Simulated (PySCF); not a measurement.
Estimate the missing entries of this data sheet.

C3H11NOSi3.
SMILES: `CCO[Si@H](C#N)[SiH2][SiH3]`

Conformer (atom-mapped SMILES and torsion angles): `[CH3:1][CH2:2][O:3][Si@H:4]([C:5]#[N:6])[SiH2:7][SiH3:8]`: C1–C2–O3–Si4 176°, C2–O3–Si4–C5 -57°, O3–Si4–Si7–Si8 37°.

```csv
property,level,value
point group,PBE0-D3(BJ)/def2-SVP,C1
"rotational constants A, B, C",PBE0-D3(BJ)/def2-SVP,"1.153, 0.797, 0.610 GHz"
dipole moment,CAM-B3LYP/def2-SVPD,?
HOMO energy,CAM-B3LYP/def2-SVPD,-9.48 eV
LUMO energy,CAM-B3LYP/def2-SVPD,?
lowest singlet excitation,TDDFT CAM-B3LYP/def2-SVPD,"6.16 eV (201 nm, f = 0.067)"
strongest line among the 10 lowest singlet transitions,TDDFT CAM-B3LYP/def2-SVPD,?
lowest triplet excitation (Tamm–Dancoff),TDA CAM-B3LYP/def2-SVPD,5.53 eV
static isotropic polarisability,CAM-B3LYP/def2-SVPD,129.0 au
vertical ionisation energy,ΔSCF CAM-B3LYP/def2-SVPD,10.10 eV
electronic spatial extent ⟨r²⟩ about the centre of nuclear charge,CAM-B3LYP/def2-SVPD,?
13C chemical shifts (computed TMS as zero) by class,GIAO PBE0/pcSseg-1,?
1H chemical shifts (computed TMS as zero) by class,GIAO PBE0/pcSseg-1,"5.31 (1 H), 3.89 (1 H), 3.77 (3 H), 3.62 (1 H), 3.49 (1 H), 3.43 (1 H), 1.36 (3 H) ppm"
"isotropic shieldings of nuclei other than C and H, by class",GIAO PBE0/pcSseg-1,"-108 (1 N), 294 (1 O), 385 (1 Si), 458 (1 Si), 463 (1 Si) ppm"
```

Gas-phase values; electronic properties from PySCF, density fitting. One conformer (not necessarily the lowest) at the PBE0-D3(BJ)/def2-SVP geometry, without solvent or vibrations. NMR classes are plain means over equivalent atoms (diastereotopic ones count apart unless rotation or inversion swaps them), as if these changed places fast; in this geometry the members of some classes differ.

Task: The dipole moment?

Result: 3.37 D.

Task: Give the electronic spatial extent ⟨r²⟩ about the centre of nuclear charge.

Result: 2091 bohr².

Task: What are the 13C chemical shifts (computed TMS as zero) by class?

Result: 126.0 (1 C), 65.1 (1 C), 19.6 (1 C) ppm.

Task: Give the strongest line among the 10 lowest singlet transitions.

Result: S5 at 7.17 eV (173 nm, f = 0.157).

Task: Give the LUMO energy.

Result: -0.09 eV.

No computed singlet falls in the visible range (750 to 380 nm, 1.65 to 3.26 eV); S1 lies 2.90 eV above its blue end. The ΔSCF ionisation energy exceeds −ε(HOMO) by 0.62 eV with CAM-B3LYP. With B = h/(8π²I), that is 505.379 GHz u Å² over I, the principal moments of inertia are 438.2, 633.9 and 829.1 u Å² (most abundant isotopes). In atomic units the dipole is 1.33 e·bohr (1 au = 2.5417 D). The 10 singlets span 6.16 to 7.63 eV, and their oscillator strengths add up to 0.47.

For the NMR shielding job (PBE0/pcSseg-1), the run took 35 s on an Arm Neoverse V2 with one thread, no GPU (shared host), and the process peaked at 1.0 GiB of memory.
